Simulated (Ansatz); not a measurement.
Born–Oppenheimer molecular dynamics of CH$_{2}$FOSi (6 atoms, charge -1, multiplicity 1). It starts from a relaxed structure.

Computed with RHF/def2-SVP in Ansatz 0.2.0.

```json
{
 "ensemble": "NVT, Nosé–Hoover chain",
 "time step": "0.5 fs",
 "steps asked": "150",
 "set temperature": "700 K",
 "thermostat": "time constant 100 fs, chain length 5",
 "seed": "226987"
}
```

First frame:

```xyz
6
Properties=species:S:1:pos:R:3
C -0.302 0.894 -0.053
Si 0.340 -0.679 0.156
O 1.380 -1.350 1.049
F -0.377 -1.709 -0.900
H 0.027 1.741 0.542
H -1.068 1.103 -0.794
```

**Question.** What does the run give?

**Answer.** The run went to its last step.

```
steps done                                               : 150
time covered                                             : 75 fs
mean temperature over the second half                    : 394 K
spread of the potential energy over the second half      : 11.7 meV per atom
mean potential energy of the second half above the start : 32.2 meV per atom
```

The conserved energy stayed within 0.81 meV per atom of its start (net change 0.14 meV per atom), so the integration is sound. The mean temperature of the second half is 44 % below the set value. A run of 0.075 ps of so small a system gives no equilibrium averages. Limits of this set-up: an anion without diffuse functions.

**Question.** What happens to the structure?

**Answer.** The same pairs are bonded in the first frame and the last. Pairs count as bonded within 1.25 times the sum of covalent radii (0.12 Å more for H–H). The details hang on the random start.

**Question.** How do temperature and energy run in time?

**Answer.** 
```tsv
time (fs)	T (K)	potential energy less start (eV)	conserved less start (meV/atom)
0	700	0.000	0.00
6	465	0.123	0.20
12	201	0.263	0.65
18	142	0.295	0.68
24	292	0.216	0.30
30	453	0.134	0.03
36	440	0.146	0.20
42	296	0.228	0.65
48	295	0.235	0.73
54	423	0.174	0.34
60	561	0.108	0.06
66	512	0.143	0.18
72	219	0.306	0.64
```

Time of the run: 62 s on 1 thread of Intel(R) Xeon(R) 6975P-C (Granite Rapids) (shared host), peak memory 0.13 GiB.
